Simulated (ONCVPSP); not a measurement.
# Pb: excitation energies, all-electron against ONCV

lead (Pb), optimised norm-conserving Vanderbilt (ONCV), made with ONCVPSP 4.0.1 (LDA (Perdew-Zunger), scalar-relativistic). Core [Kr] 4d10 4f14, reference 5s2 5p6 5d10 6s2 6p1.75 (charge +0.25). Waves: 5s+6s: rc 1.15 bohr, ncon 4, nbas 8, qcut 8.8 1/bohr, 2 projectors; 5p+6p: rc 1.55 bohr, ncon 3, nbas 7, qcut 7.5 1/bohr, 2 projectors; 5d: rc 1.15 bohr, ncon 4, nbas 8, qcut 7.9 1/bohr, 2 projectors, debl 0.3 Ha. Local part: polynomial inside 1.15 bohr (lpopt 5, dvloc0 0 Ha). Core correction: none.

In the d channel the program set the typed energies aside and used -0.848, 0.250 Ha.

Energies are relative to the spin-unpolarised reference configuration 5s2 5p6 5d10 6s2 6p1.75; without spin polarisation the order of configurations can differ from experiment.

```
valence configuration  charge  ΔE all-electron (eV)  error AE − PS (meV)
 5s2 5p6 5d10 6s2 6p2       0                -1.112                 +0.4
 5s2 5p6 5d10 6s2 6p1      +1                 5.720                 -2.4
 5s2 5p6 5d10 6s1 6p0      +3                52.360                  -21
```

**Question.** What are ΔE and the potential's error for 5s2 5p6 5d10 6s2 6p0?

**Answer.** ΔE = 19.482 eV all-electron; the error (AE − PS) is -9.0 meV.

Levels in the configuration 5s2 5p6 5d10 6s2 6p0:

```json
{"level": "5s", "all-electron (eV)": "-161.330", "pseudo (eV)": "-161.349"}
{"level": "5p", "all-electron (eV)": "-102.860", "pseudo (eV)": "-102.876"}
{"level": "5d", "all-electron (eV)": "-38.069", "pseudo (eV)": "-38.069"}
{"level": "6s", "all-electron (eV)": "-27.877", "pseudo (eV)": "-27.877"}
```
